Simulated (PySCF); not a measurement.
Magnetic susceptibility: `C[Si](C)(C)P(F)F`, C$_{3}$H$_{9}$F$_{2}$PSi

Molfile (atoms numbered from 1):
```
C3H9F2PSi
     RDKit          3D

 16 15  0  0  0  0  0  0  0  0999 V2000
   -1.2627   -1.4518   -0.3774 C   0  0  0  0  0  0  0  0  0  0  0  0
   -0.0271   -0.0754    0.0864 Si  0  0  0  0  0  4  0  0  0  0  0  0
    1.4525   -0.7638    1.0723 C   0  0  0  0  0  0  0  0  0  0  0  0
    0.5277    0.9367   -1.4345 C   0  0  0  0  0  0  0  0  0  0  0  0
   -1.1649    1.3209    1.5556 P   0  0  0  0  0  0  0  0  0  0  0  0
   -2.1129    1.9946    0.4035 F   0  0  0  0  0  0  0  0  0  0  0  0
   -0.0528    2.5210    1.4989 F   0  0  0  0  0  0  0  0  0  0  0  0
   -2.1392   -1.0440   -0.8723 H   0  0  0  0  0  0  0  0  0  0  0  0
   -1.6030   -1.9888    0.5034 H   0  0  0  0  0  0  0  0  0  0  0  0
   -0.8087   -2.1734   -1.0490 H   0  0  0  0  0  0  0  0  0  0  0  0
    2.0340   -1.4551    0.4712 H   0  0  0  0  0  0  0  0  0  0  0  0
    2.1157    0.0328    1.3958 H   0  0  0  0  0  0  0  0  0  0  0  0
    1.1218   -1.2959    1.9595 H   0  0  0  0  0  0  0  0  0  0  0  0
    1.0663    0.3254   -2.1529 H   0  0  0  0  0  0  0  0  0  0  0  0
    1.1769    1.7545   -1.1336 H   0  0  0  0  0  0  0  0  0  0  0  0
   -0.3314    1.3712   -1.9386 H   0  0  0  0  0  0  0  0  0  0  0  0
  1  2  1  0
  2  3  1  0
  2  4  1  0
  2  5  1  0
  5  6  1  0
  5  7  1  0
  1  8  1  0
  1  9  1  0
  1 10  1  0
  3 11  1  0
  3 12  1  0
  3 13  1  0
  4 14  1  0
  4 15  1  0
  4 16  1  0
M  END
```

Theory: PySCF, GIAO KT3/pcSseg-1 magnetisability, rotational g tensor and spin-rotation constants, non-relativistic, gas phase. Geometry: GFN2-xTB.

(1) How diamagnetic is it, and how anisotropic?

(2) Split it along the inertial axes a, b, c into diamagnetic and paramagnetic parts about the centre of mass, with the quadrupole moment.

(3) And the rotational g tensor?

Results:

(1) Isotropic -1363 × 10⁻³⁰ J/T², or -82.1 × 10⁻⁶ cm³/mol; principal values -1387, -1381, -1321 × 10⁻³⁰ J/T², anisotropy 63 × 10⁻³⁰ J/T² (root of half the summed squared differences of the principal values). The susceptibility is in cgs units.

(2) 
```csv
axis,χ (10⁻⁶ cm³/mol),diamagnetic (10⁻⁶ cm³/mol),paramagnetic (10⁻⁶ cm³/mol),summed x² of all electrons (Å²),quadrupole Θ (D Å)
a,-81.4,-696.4,614.9,174.2,-1.41
b,-83.2,-1046.2,963.0,91.7,-0.42
c,-81.7,-1128.2,1046.5,72.4,+1.83
```
Anisotropies 2χaa − χbb − χcc = +1.9 and 2χbb − χaa − χcc = -3.2 × 10⁻⁶ cm³/mol. Θ is traceless in Buckingham's convention.

(3) 
| axis | rotational constant (GHz) | g | nuclear part | electronic part |
| --- | --- | --- | --- | --- |
| a | 2.1273 | -0.0186 | 0.5960 | -0.6146 |
| b | 1.2643 | -0.0104 | 0.5616 | -0.5720 |
| c | 1.1512 | -0.0110 | 0.5550 | -0.5660 |

Asymmetric top; isotopes 12C, 19F, 1H, 31P, 28Si; no vibrational averaging.
